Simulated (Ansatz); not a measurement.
Rh3. Total charge 0; doublet. Geometry r2SCAN-D4/def2-TZVP.

```xyz
3

Rh   -0.704   -1.075   -0.472
Rh    0.148    0.185    1.341
Rh    0.556    0.889   -0.870
```

In the def2 sets Rh takes a core potential, while STO-3G treats all electrons; there is no spin–orbit coupling. At HF/STO-3G, PBE-D4/def2-SVP, r2SCAN-D4/def2-TZVPD, PBE0-D4/def2-SVP and others the charge 0 doublet is spin-contaminated (final ⟨S²⟩ up to 5.69, 0.75 for a pure state). The geometry of the doublet was relaxed on an unsound state (⟨S²⟩ 1.95, where a pure state has 0.75). At r2SCAN0-D4/def2-TZVP a sextet of charge 0 lies 0.31 eV below the doublet, each at its own geometry. The structure comes from a short search, and lower isomers may exist.

**Question.** Estimate the α-spin orbital energies around the gap (eV) in Ansatz with HF/STO-3G, PBE-D4/def2-SVP, r2SCAN-D4/def2-TZVPD, PBE0-D4/def2-SVP, r2SCAN0-D4/def2-TZVP.

**Answer.** 
```json
{"orbital": "HOMO−13", "HF/STO-3G": "-13.69", "PBE-D4/def2-SVP": "-8.28", "r2SCAN-D4/def2-TZVPD": "-8.42", "PBE0-D4/def2-SVP": "-9.51", "r2SCAN0-D4/def2-TZVP": "-9.65"}
{"orbital": "HOMO−12", "HF/STO-3G": "-13.34", "PBE-D4/def2-SVP": "-7.35", "r2SCAN-D4/def2-TZVPD": "-7.60", "PBE0-D4/def2-SVP": "-8.57", "r2SCAN0-D4/def2-TZVP": "-9.08"}
{"orbital": "HOMO−11", "HF/STO-3G": "-13.12", "PBE-D4/def2-SVP": "-7.32", "r2SCAN-D4/def2-TZVPD": "-7.33", "PBE0-D4/def2-SVP": "-8.28", "r2SCAN0-D4/def2-TZVP": "-8.42"}
{"orbital": "HOMO−10", "HF/STO-3G": "-13.08", "PBE-D4/def2-SVP": "-7.17", "r2SCAN-D4/def2-TZVPD": "-7.23", "PBE0-D4/def2-SVP": "-8.10", "r2SCAN0-D4/def2-TZVP": "-8.20"}
{"orbital": "HOMO−9", "HF/STO-3G": "-12.51", "PBE-D4/def2-SVP": "-6.32", "r2SCAN-D4/def2-TZVPD": "-6.61", "PBE0-D4/def2-SVP": "-7.82", "r2SCAN0-D4/def2-TZVP": "-7.84"}
{"orbital": "HOMO−8", "HF/STO-3G": "-12.21", "PBE-D4/def2-SVP": "-6.25", "r2SCAN-D4/def2-TZVPD": "-6.38", "PBE0-D4/def2-SVP": "-7.36", "r2SCAN0-D4/def2-TZVP": "-7.35"}
{"orbital": "HOMO−7", "HF/STO-3G": "-11.54", "PBE-D4/def2-SVP": "-5.70", "r2SCAN-D4/def2-TZVPD": "-5.53", "PBE0-D4/def2-SVP": "-7.05", "r2SCAN0-D4/def2-TZVP": "-7.12"}
{"orbital": "HOMO−6", "HF/STO-3G": "-11.44", "PBE-D4/def2-SVP": "-5.27", "r2SCAN-D4/def2-TZVPD": "-5.38", "PBE0-D4/def2-SVP": "-6.36", "r2SCAN0-D4/def2-TZVP": "-6.63"}
{"orbital": "HOMO−5", "HF/STO-3G": "-10.52", "PBE-D4/def2-SVP": "-4.89", "r2SCAN-D4/def2-TZVPD": "-5.13", "PBE0-D4/def2-SVP": "-6.24", "r2SCAN0-D4/def2-TZVP": "-6.27"}
{"orbital": "HOMO−4", "HF/STO-3G": "-10.28", "PBE-D4/def2-SVP": "-4.85", "r2SCAN-D4/def2-TZVPD": "-5.00", "PBE0-D4/def2-SVP": "-5.89", "r2SCAN0-D4/def2-TZVP": "-5.96"}
{"orbital": "HOMO−3", "HF/STO-3G": "-9.41", "PBE-D4/def2-SVP": "-4.70", "r2SCAN-D4/def2-TZVPD": "-4.92", "PBE0-D4/def2-SVP": "-5.73", "r2SCAN0-D4/def2-TZVP": "-5.93"}
{"orbital": "HOMO−2", "HF/STO-3G": "-8.62", "PBE-D4/def2-SVP": "-4.60", "r2SCAN-D4/def2-TZVPD": "-4.69", "PBE0-D4/def2-SVP": "-5.68", "r2SCAN0-D4/def2-TZVP": "-5.71"}
{"orbital": "HOMO−1", "HF/STO-3G": "-7.54", "PBE-D4/def2-SVP": "-4.51", "r2SCAN-D4/def2-TZVPD": "-4.58", "PBE0-D4/def2-SVP": "-5.57", "r2SCAN0-D4/def2-TZVP": "-5.66"}
{"orbital": "HOMO", "HF/STO-3G": "-3.55", "PBE-D4/def2-SVP": "-4.34", "r2SCAN-D4/def2-TZVPD": "-4.54", "PBE0-D4/def2-SVP": "-5.48", "r2SCAN0-D4/def2-TZVP": "-5.66"}
{"orbital": "LUMO", "HF/STO-3G": "2.14", "PBE-D4/def2-SVP": "-3.89", "r2SCAN-D4/def2-TZVPD": "-3.51", "PBE0-D4/def2-SVP": "-2.31", "r2SCAN0-D4/def2-TZVP": "-2.01"}
{"orbital": "LUMO+1", "HF/STO-3G": "2.90", "PBE-D4/def2-SVP": "-3.72", "r2SCAN-D4/def2-TZVPD": "-3.49", "PBE0-D4/def2-SVP": "-2.03", "r2SCAN0-D4/def2-TZVP": "-1.74"}
{"orbital": "LUMO+2", "HF/STO-3G": "4.16", "PBE-D4/def2-SVP": "-2.84", "r2SCAN-D4/def2-TZVPD": "-2.60", "PBE0-D4/def2-SVP": "-1.78", "r2SCAN0-D4/def2-TZVP": "-1.54"}
{"orbital": "LUMO+3", "HF/STO-3G": "5.56", "PBE-D4/def2-SVP": "-2.66", "r2SCAN-D4/def2-TZVPD": "-2.39", "PBE0-D4/def2-SVP": "-1.76", "r2SCAN0-D4/def2-TZVP": "-1.52"}
{"orbital": "LUMO+4", "HF/STO-3G": "5.65", "PBE-D4/def2-SVP": "-1.23", "r2SCAN-D4/def2-TZVPD": "-1.00", "PBE0-D4/def2-SVP": "-0.76", "r2SCAN0-D4/def2-TZVP": "-0.64"}
{"orbital": "LUMO+5", "HF/STO-3G": "5.93", "PBE-D4/def2-SVP": "-0.45", "r2SCAN-D4/def2-TZVPD": "-0.07", "PBE0-D4/def2-SVP": "0.28", "r2SCAN0-D4/def2-TZVP": "0.46"}
{"orbital": "β HOMO", "HF/STO-3G": "-4.16", "PBE-D4/def2-SVP": "-4.31", "r2SCAN-D4/def2-TZVPD": "-4.42", "PBE0-D4/def2-SVP": "-5.15", "r2SCAN0-D4/def2-TZVP": "-5.13"}
{"orbital": "β LUMO", "HF/STO-3G": "3.28", "PBE-D4/def2-SVP": "-3.88", "r2SCAN-D4/def2-TZVPD": "-3.50", "PBE0-D4/def2-SVP": "-2.13", "r2SCAN0-D4/def2-TZVP": "-1.75"}
```
